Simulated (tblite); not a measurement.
Compound: C8H9P.
Structure used (GFN2-xTB), in Å, numbered top down from 1:
```
atom  x, y, z in Å
C1     2.557    0.507    0.325
C2     2.089   -0.525    1.120
C3     0.762   -0.906    1.053
C4    -0.123   -0.267    0.186
C5    -1.526   -0.715    0.141
C6    -2.417   -0.496   -1.051
P7    -2.935    0.484    0.421
C8     0.360    0.774   -0.602
C9     1.686    1.156   -0.534
H10    3.594    0.806    0.374
H11    2.759   -1.036    1.796
H12    0.402   -1.711    1.678
H13   -1.688   -1.657    0.660
H14   -3.065   -1.319   -1.324
H15   -2.015    0.030   -1.905
H16   -2.189    1.619    0.083
H17   -0.303    1.296   -1.279
H18    2.042    1.966   -1.153
```

Calculated harmonic vibrations of the isolated species, GFN2-xTB (tblite), most abundant isotopes, no scaling. Against measured fundamentals such values can be off by several per cent, at times by over 20. Modes of hydrogen on phosphorus can be 10 to 20 % off. One conformer, not necessarily the lowest.

Harmonic wavenumbers (cm⁻¹): 59.3, 115.9, 195.2, 265.9, 368.5, 375.2, 488.0, 501.5, 589.1, 623.0, 654.8, 675.3, 728.6, 761.9, 792.3, 827.5, 871.2, 893.9, 920.7, 927.0, 930.4, 971.0, 989.7, 1015.9, 1046.7, 1088.3, 1116.2, 1144.5, 1182.6, 1199.0, 1218.3, 1288.7, 1322.3, 1339.0, 1417.2, 1441.6, 1479.6, 1586.0, 1600.6, 2259.7, 2995.1, 3044.8, 3059.8, 3068.6, 3069.4, 3076.6, 3081.9, 3093.3.

A = 3646, B = 828.4, C = 756.0 MHz; mass 136.044 u (most abundant isotopes); point group C1, symmetry number 1.

What is the zero-point energy?

½Σν̃ = 30881 cm⁻¹ = 369.42 kJ/mol.

What is S at 400 K and 1 bar for an ideal gas of classical rigid rotors and harmonic oscillators?

Translation 176.24, rotation 126.39, vibration 117.57: S = 420.2 J/(mol K).

And Cp and H(400 K) − H(0)?

Cp = 187.91 J/(mol K), of which vibrations give 154.65 (their classical limit is 48 R = 399.1); H(400 K) − H(0) = 40.34 kJ/mol without the zero-point energy, 27.04 from vibrations.

Which modes carry the vibrational entropy at 400 K?

59.3 cm⁻¹: 21.18; 115.9 cm⁻¹: 15.65; 195.2 cm⁻¹: 11.42; 265.9 cm⁻¹: 8.99; 368.5 cm⁻¹: 6.55; 375.2 cm⁻¹: 6.43 J/(mol K); the other 42 give 47.34 together.

What must be added to the electronic energy to get the Gibbs energy at 400 K and 1 bar?

ZPE + [H(400 K) − H(0)] − T·S = 369.42 + 40.34 − 168.08 = 241.68 kJ/mol.

Hindered rotation and anharmonicity are outside this model. Other conformers, if any are populated, would add a mixing term that is left out. The structure is chiral; the term R ln 2 for an equal mix with its mirror image is left out.
